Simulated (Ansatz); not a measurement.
Total energies of F₃H₃InN (`[NH3+][In-]([F])([F])[F]`).

```xyz
8

N    -0.260   -0.115    1.060
In    0.276    0.122   -1.127
F    -1.148    1.357   -1.612
F     2.069    0.837   -0.881
F     0.092   -1.746   -1.644
H    -0.466   -1.086    1.270
H     0.512    0.186    1.647
H    -1.075    0.445    1.287
```

Charge 0, multiplicity 1. Correlated methods include outer-core shells of In, which these sets cover unevenly. In: def2 effective core potential. All single points use the PBE0-D4/def2-TZVP geometry. It is one conformer, not always the lowest. Basis def2-TZVPP, Ansatz.

RPA on PBE orbitals: Hartree–Fock energy of these orbitals -543.93166 Eh, correlation -1.87917 Eh (frozen core).

| functional | energy without D4 (Eh) | D4 term (kJ/mol) |
| --- | --- | --- |
| LDA (SPW92) | -543.82631 | – |
| PBE | -546.16426 | -12.3 |
| revPBE | -546.43999 | -33.0 |
| BLYP | -546.43177 | -26.3 |
| PBE0 | -546.16122 | -10.5 |
| B3LYP | -546.58366 | -19.9 |
| r2SCANh | -546.39973 | -3.2 |
| r2SCAN0 | -546.34853 | -3.6 |
| HSE06 (plane-wave form) | -546.14480 | -9.9 |
| BHLYP | -546.29114 | -16.4 |
| CAM-B3LYP | -546.40798 | -10.8 |
| LC-ωPBE | -546.36130 | – |
| B2PLYP | -546.10471 | – |
| PBE-QIDH | -545.92123 | – |

Task: Give the same for r2SCAN, B97M-V, ωB97X-V, ωB97M-V. (Best estimate.)

Result: Ansatz gave: 
```
functional  energy without D4 (Eh)  D4 term (kJ/mol)
    r2SCAN              -546.43521              -3.0
    B97M-V              -546.39814                 –
   ωB97X-V              -546.37628                 –
   ωB97M-V              -546.36789                 –
```

B3LYP takes the VWN-RPA correlation (the form of Gaussian; ORCA's B3LYP/G). HSE06 is the plane-wave form, built on full-range PBE exchange. The double hybrids freeze the cores in their second-order part.

LC-ωPBE has ω = 0.4 bohr⁻¹.
